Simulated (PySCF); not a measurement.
Gas-phase reaction: TiCl₄.NH₃ + 3 Cl ⇌ TiCl₄ + 3 HCl + N

Method: PySCF energies plus ideal-gas RRHO corrections (1 bar). † marks an energy on the PBE0/def2-TZVP geometry and frequencies; other levels use their own. CCSD(T) freezes the core. 6-31G* has spherical d functions here. Open shells (unrestricted): Cl (multiplicity 2, electronic degeneracy 6), N (multiplicity 4); the rest are closed-shell singlets. Spin-orbit splitting is ignored; it lowers the true energy and changes the entropy of Cl. Adducts (TiCl₄.NH₃) have no counterpoise correction, and HF, PBE, BLYP, B3LYP and PBE0 lack dispersion. TiCl₄.NH₃: computed as isolated molecules; such fragments, hydroxides, amides, oligomers or adducts are transient or little studied in the gas. CCSD(T) isn't extrapolated to the basis-set limit. The harmonic model lacks anharmonicity and excited electronic states, which grow with temperature; levels with a mode under 35 cm⁻¹ are left out. Soft modes under 120 cm⁻¹ make the harmonic entropy rough for TiCl₄.NH₃, TiCl₄. Warning, large T1 diagnostic: TiCl₄, TiCl₄.NH₃ (CCSD(T)/def2-SVP†).

ΔH° and ΔS° at 298 K: BLYP/def2-TZVP† -48 kJ, 150 J/K; CCSD(T)/def2-SVP† -42 kJ, 150 J/K; HF/6-31G* -48 kJ, 156 J/K; HF/def2-TZVP† -110 kJ, 150 J/K; M06-2X/def2-TZVP† -44 kJ, 150 J/K.

Task: With the heat capacities included, give log10 K (1 bar) at 500, 600, 1200, 1400, 1600 K from BLYP/def2-TZVP†, CCSD(T)/def2-SVP†, HF/6-31G*, HF/def2-TZVP†, M06-2X/def2-TZVP†.

Result: 
| T (K) | BLYP/def2-TZVP† | CCSD(T)/def2-SVP† | HF/6-31G* | HF/def2-TZVP† | M06-2X/def2-TZVP† |
|---|---|---|---|---|---|
| 500 | 12.8 | 12.2 | 13.2 | 19.3 | 12.5 |
| 600 | 12.0 | 11.5 | 12.3 | 17.4 | 11.7 |
| 1200 | 9.7 | 9.5 | 10.1 | 12.4 | 9.6 |
| 1400 | 9.4 | 9.1 | 9.8 | 11.7 | 9.2 |
| 1600 | 9.1 | 8.9 | 9.5 | 11.1 | 9.0 |
